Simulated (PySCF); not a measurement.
# `FC=C=C=C=C(F)[SiH3]`, C₅H₄F₂Si

Geometry:
| atom | x (Å) | y (Å) | z (Å) |
| --- | --- | --- | --- |
| F1 | 4.484 | 0.507 | -0.150 |
| C2 | 3.564 | -0.169 | 0.525 |
| C3 | 2.309 | -0.265 | 0.136 |
| C4 | 1.078 | -0.399 | -0.189 |
| C5 | -0.153 | -0.535 | -0.517 |
| C6 | -1.443 | -0.587 | -0.797 |
| F7 | -1.943 | -1.573 | -1.560 |
| Si8 | -2.717 | 0.676 | -0.199 |
| H9 | 3.958 | -0.633 | 1.436 |
| H10 | -2.017 | 1.659 | 0.672 |
| H11 | -3.788 | -0.037 | 0.556 |
| H12 | -3.321 | 1.352 | -1.384 |

Computed with PySCF, TDDFT CAM-B3LYP/aug-cc-pVDZ excited states, vertical, gas phase. Geometry: PBE0-D3(BJ)/def2-SVP.

Q: How strongly do the lowest singlets absorb one photon, and two photons of half the energy?

A: δ for parallel linear polarisation; σ at the peak of a Lorentzian of half width 0.1 eV, single beam; Ω is circular over linear.
| state | E (eV) | f | photon λ (nm) | δ (au) | σ (GM) | Ω | main |
| --- | --- | --- | --- | --- | --- | --- | --- |
| S1 | 3.51 | 0.001 | 706 | 0.3 | 0.00 | 1.50 | HOMO→LUMO 0.93 |
| S2 | 3.77 | 0.000 | 658 | 0.2 | 0.00 | 1.33 | HOMO−1→LUMO+1 0.93 |
| S3 | 4.57 | 0.005 | 543 | 27.5 | 0.21 | 0.61 | HOMO−1→LUMO 0.53, HOMO→LUMO+1 0.45 |
| S4 | 5.79 | 2.257 | 428 | 7.26 | 0.09 | 1.30 | HOMO→LUMO+1 0.49, HOMO−1→LUMO 0.41 |
| S5 | 6.26 | 0.018 | 396 | 86.2 | 1.24 | 1.43 | HOMO→LUMO+2 0.58, HOMO→LUMO+3 0.15 |
| S6 | 6.35 | 0.006 | 391 | 47.7 | 0.70 | 0.77 | HOMO−1→LUMO+2 0.66, HOMO−1→LUMO+4 0.18 |

Among these, the strongest one-photon state is S4, the strongest two-photon state S5, with a dipole change of 4.5 D (relaxed, norm of the difference vector).
